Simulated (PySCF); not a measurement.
Tl2(OH)2(H2O)2: from a saddle point downhill

PySCF 2.14.0, RKS PBE0, Tl def2-SVP with ECP60, O def2-SVP, H def2-SVP; non-relativistic Hamiltonian with scalar-relativistic core potentials where named; density fitting; no spin-orbit coupling. Relaxed within the symmetry of its start, the geometry (D2h) is

```xyz
12

Tl    0.0000    0.0000    1.8903
Tl    0.0000    0.0000   -1.8903
O     1.3776    0.0000    0.0000
H     2.3409    0.0000    0.0000
O    -1.3776    0.0000    0.0000
H    -2.3409    0.0000    0.0000
O     0.0000    0.0000    5.5656
H     0.7567    0.0000    6.1607
H    -0.7567    0.0000    6.1607
O     0.0000    0.0000   -5.5656
H     0.7567    0.0000   -6.1607
H    -0.7567    0.0000   -6.1607
```

and its lowest harmonic modes are -143, -142, -108, -106, -14, -11 cm⁻¹ (negative: unstable). It was moved along the lowest mode and relaxed again, within the group C2h that the move left.

Problem. Where does it end, and how much lower?

Solution. In C2h, 0.364 eV lower, after 49 steps:
```xyz
12

Tl    0.0000    1.4495    1.1959
Tl    0.0000   -1.4495   -1.1959
O     1.3634    0.0000    0.0000
H     2.3262    0.0000    0.0000
O    -1.3634    0.0000    0.0000
H    -2.3262    0.0000    0.0000
O     0.0000   -0.3185    3.5646
H     0.7578    0.0709    4.0157
H    -0.7578    0.0709    4.0157
O     0.0000    0.3185   -3.5646
H     0.7578   -0.0709   -4.0157
H    -0.7578   -0.0709   -4.0157
```

Problem. How do the contacts change?

Solution. 
```csv
contact,saddle (Å),end (Å)
Tl1–O3 (OH),2.339,2.322
Tl1–O5 (OH),2.339,2.322
Tl1–O7 (H2O),3.675,2.956
Tl2–O10 (H2O),3.675,2.956
```


Problem. Is the end a minimum?

Solution. No, 2 of the modes stay unstable (below −25 cm⁻¹); lowest modes -165, -93, -7, 16, 28, 36 cm⁻¹.

State: singlet.
